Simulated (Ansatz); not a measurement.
Mulliken charges of H₃SbTe, SMILES `[SbH2][TeH]` from r2SCAN/def2-TZVPP in Ansatz (PBE0-D4/def2-TZVP geometry).

```csv
atom,x (Å),y (Å),z (Å),charge (e)
Sb1,-0.747,-0.990,-0.532,0.295
Te2,0.190,1.569,-0.995,-0.129
H3,-1.198,-0.690,1.088,-0.083
H4,0.764,-1.608,-0.029,-0.083
H5,1.040,1.645,0.426,0.001
```

By hand: the dipole of these point charges (1 e Å = 4.8032 D).

Σ q r = (-0.208, -0.302, -0.116) e Å, of length 0.385 e Å = 1.85 D.

How does the dipole of the full density compare? (An estimate is asked.)

Computed: (-0.058, -0.173, 0.041) e Å, 0.90 D; the point charges give 2.06 times that, at 34° from its direction.

Point charges leave out the atoms' own dipoles, such as those of lone pairs, and Mulliken's split depends on the basis, so the two needn't agree.
